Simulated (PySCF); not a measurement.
**Working out the ionisation energy of S⁴⁺**

S⁴⁺ [Ne] 3s2 (1S) → S⁵⁺ [Ne] 3s1 (2S). Calculation: PySCF 2.14, in an uncontracted even-tempered set (20 s from 0.13 bohr⁻², ratio 2.5; 12 p from 0.17 bohr⁻², ratio 2.5; 5 d from 0.94 bohr⁻², ratio 2.7; 5 f from 1.4 bohr⁻², ratio 2.7); scalar relativity by spin-free X2C-1e. Frozen: 1s2; the 23 highest virtual orbitals dropped. Energies in hartree (1 hartree = 27.21139 eV):

```tsv
part	S⁴⁺ (lower)	S⁵⁺ (upper)
UHF	-394.454064	-391.852014
MP2 opposite-spin	-0.267813	-0.221173
MP2 same-spin	-0.085650	-0.079191
```

**Question.** What does Hartree-Fock give?

**Answer.** (-391.852014) − (-394.454064) = 2.602050 hartree = 70.805 eV.

**Question.** What do MP2 and SCS-MP2 (6/5 opposite-spin, 1/3 same-spin) give?

**Answer.** The opposite-spin parts differ by 1.269 eV and the same-spin parts by 0.176 eV. MP2: 70.805 + (1.269) + (0.176) = 72.250 eV. SCS-MP2: 70.805 + 1.2 × (1.269) + (0.176)/3 = 72.386 eV.

Measured between the centres of the two terms (NIST): 72.594 eV, so MP2 (outer shells) is off by -0.344 eV.

What remains against the reference includes basis incompleteness, the frozen core and correlation beyond second order.
